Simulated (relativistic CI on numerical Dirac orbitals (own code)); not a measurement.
# Spin-allowed bands of a d3 ion in an octahedral site, by hand

Problem. Take Δ = 16400 cm⁻¹ and B = 900 cm⁻¹ for a d3 ion in an octahedral site. Calculate the three spin-allowed bands.

Working.
1. The terms of highest spin are 4F (energy 0) and 4P (15B = 13500 cm⁻¹). Here the F term splits into A2 at −1.2Δ = -19680, T2 at −0.2Δ = -3280 and T1 at +0.6Δ = 9840 cm⁻¹.
2. The two T1 states mix through the element 0.4Δ: H = [[9840, 6560], [6560, 13500]], with roots ½(H₁₁ + H₂₂) ∓ ½√[(H₂₂ − H₁₁)² + 4H₁₂²] = ½(23340) ∓ ½(13621) = 4860 and 18480 cm⁻¹.
3. The ground term is 4A2 at -19680 cm⁻¹.
4. Bands: 4T2 16400 cm⁻¹ (610 nm), 4T1(F) 24540 cm⁻¹ (408 nm), 4T1(P) 38160 cm⁻¹ (262 nm).

Check. Exact diagonalisation of the whole d3 shell with these parameters gives 4T2 16400, 4T1 24540, 4T1 38160 cm⁻¹. The match is exact, since without spin-orbit coupling no other term has this spin. The ratio of the second band to the first, 1.496, depends on Δ/B = 18.2 alone, which is how a Tanabe-Sugano diagram is read.
